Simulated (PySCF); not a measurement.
An equivalent PySCF input for Mn (manganese, neutral), [Ar] 3d5 4s2, high-spin 6S determinant, with the spin-free X2C one-electron Hamiltonian (Gaussian nucleus):

```python
from pyscf import gto, scf, dft, mp, cc
import basis_set_exchange as bse
mol = gto.M(atom="Mn 0 0 0", charge=0, spin=5, symmetry="D2h",
            basis=gto.basis.parse(bse.get_basis("cc-pVDZ-DK", elements=["Mn"], fmt="nwchem", header=False)),
            nucmod="G")
mf = dft.UKS(mol, xc="M06L").sfx2c1e()
mf.irrep_nelec = {'Ag': (6, 4), 'B1g': (1, 0), 'B2g': (1, 0), 'B3g': (1, 0), 'B1u': (2, 2), 'B2u': (2, 2), 'B3u': (2, 2)}
mf.kernel()
```

It reaches the same state as the run whose output follows, with an energy that differs only through the grid. The run itself started from symmetry-adapted Hartree-Fock orbitals and held the occupation by maximum overlap, on a logarithmic radial grid, so the iterations belong to that start.

```
SCF conv_tol = 1e-09
number electrons alpha = 15  beta = 10
XC functionals = M06L
    Y. Zhao and D. G. Truhlar.,  J. Chem. Phys. 125, 194101 (2006)
    Y. Zhao and D. G. Truhlar.,  J. Chem. Phys. 125, 194101 (2006)
    Y. Zhao and D. G. Truhlar.,  Theor. Chem. Acc. 120, 215 (2008)
cycle= 1 E= -1158.48705796963  delta_E= -0.00894  |g|= 0.0479  |ddm|= 0.547
cycle= 2 E= -1158.48659870012  delta_E= 0.000459  |g|= 0.0619  |ddm|= 0.332
cycle= 3 E= -1158.48792512072  delta_E= -0.00133  |g|= 0.000943  |ddm|= 0.183
cycle= 4 E= -1158.48792566473  delta_E= -5.44e-07  |g|= 3.14e-05  |ddm|= 0.00707
cycle= 5 E= -1158.48792566545  delta_E= -7.15e-10  |g|= 1.33e-05  |ddm|= 0.000356
converged SCF energy = -1158.48792566545  <S^2> = 8.7592208  2S+1 = 6.0030728
```
